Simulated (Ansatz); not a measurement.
FGaH₇NSi₂ (`F[SiH2][N]([SiH3])[GaH2]`), relaxed with RKS PBE0-D4/def2-TZVP in the Gaussian-basis code of Ansatz from a GFN2-xTB geometry. The force threshold is 0.005 eV/Å; the program also tests the step.

Charge 0, multiplicity 1.

Start:

```xyz
12

F     1.825   -1.241   -0.766
Si    0.251   -1.530   -0.023
N    -0.163    0.109    0.043
Si   -1.611    0.799    0.710
Ga    1.452    0.862   -0.746
H     0.665   -2.217    1.192
H    -0.360   -2.371   -1.041
H    -1.587    2.225    0.361
H    -1.618    0.599    2.167
H    -2.765    0.103    0.125
H     1.396    1.236   -2.248
H     2.515    1.427    0.225
```

```json
{"step": "1", "energy (eV)": "-72441.4826", "largest force (eV/Å)": "1.810", "largest move (Å)": "0.000"}
{"step": "2", "energy (eV)": "-72441.6362", "largest force (eV/Å)": "0.789", "largest move (Å)": "0.070"}
{"step": "3", "energy (eV)": "-72441.7026", "largest force (eV/Å)": "0.304", "largest move (Å)": "0.050"}
{"step": "4", "energy (eV)": "-72441.7235", "largest force (eV/Å)": "0.475", "largest move (Å)": "0.069"}
{"step": "5", "energy (eV)": "-72441.7424", "largest force (eV/Å)": "0.095", "largest move (Å)": "0.048"}
{"step": "6", "energy (eV)": "-72441.7454", "largest force (eV/Å)": "0.036", "largest move (Å)": "0.031"}
{"step": "7", "energy (eV)": "-72441.7459", "largest force (eV/Å)": "0.035", "largest move (Å)": "0.021"}
{"step": "8", "energy (eV)": "-72441.7462", "largest force (eV/Å)": "0.021", "largest move (Å)": "0.020"}
{"step": "9", "energy (eV)": "-72441.7465", "largest force (eV/Å)": "0.023", "largest move (Å)": "0.037"}
{"step": "10", "energy (eV)": "-72441.7468", "largest force (eV/Å)": "0.035", "largest move (Å)": "0.031"}
{"step": "11", "energy (eV)": "-72441.7470", "largest force (eV/Å)": "0.030", "largest move (Å)": "0.034"}
{"step": "16 (rejected)", "energy (eV)": "-72441.7454", "largest force (eV/Å)": "0.205", "largest move (Å)": "0.196"}
{"step": "21", "energy (eV)": "-72441.7530", "largest force (eV/Å)": "0.232", "largest move (Å)": "0.098"}
{"step": "26", "energy (eV)": "-72441.8512", "largest force (eV/Å)": "0.210", "largest move (Å)": "0.200"}
{"step": "31", "energy (eV)": "-72441.9627", "largest force (eV/Å)": "0.261", "largest move (Å)": "0.055"}
{"step": "36", "energy (eV)": "-72441.9800", "largest force (eV/Å)": "0.124", "largest move (Å)": "0.098"}
{"step": "41", "energy (eV)": "-72441.9864", "largest force (eV/Å)": "0.087", "largest move (Å)": "0.008"}
{"step": "46", "energy (eV)": "-72441.9878", "largest force (eV/Å)": "0.014", "largest move (Å)": "0.007"}
{"step": "51", "energy (eV)": "-72441.9881", "largest force (eV/Å)": "0.026", "largest move (Å)": "0.017"}
{"step": "56", "energy (eV)": "-72441.9884", "largest force (eV/Å)": "0.018", "largest move (Å)": "0.040"}
{"step": "61 (rejected)", "energy (eV)": "-72441.9884", "largest force (eV/Å)": "0.107", "largest move (Å)": "0.101"}
{"step": "66", "energy (eV)": "-72441.9898", "largest force (eV/Å)": "0.018", "largest move (Å)": "0.046"}
{"step": "71", "energy (eV)": "-72441.9906", "largest force (eV/Å)": "0.046", "largest move (Å)": "0.027"}
{"step": "76", "energy (eV)": "-72441.9918", "largest force (eV/Å)": "0.027", "largest move (Å)": "0.025"}
{"step": "80", "energy (eV)": "-72441.9920", "largest force (eV/Å)": "0.004", "largest move (Å)": "0.014"}
```

End:

```xyz
12

F     0.320   -2.150   -1.543
Si    0.446   -1.611   -0.039
N     0.098    0.060    0.049
Si   -1.540    0.647    0.077
Ga    1.481    1.307    0.021
H     1.847   -1.849    0.378
H    -0.519   -2.399    0.762
H    -1.824    1.505   -1.104
H    -1.789    1.459    1.298
H    -2.470   -0.512    0.065
H     1.018    2.796    0.090
H     2.931    0.747   -0.054
```

It took 2.9 min on 2 threads of an AMD EPYC 7R13 on a shared host and a share of an NVIDIA H100 80 GB, with 0.93 GiB of host memory at the peak.
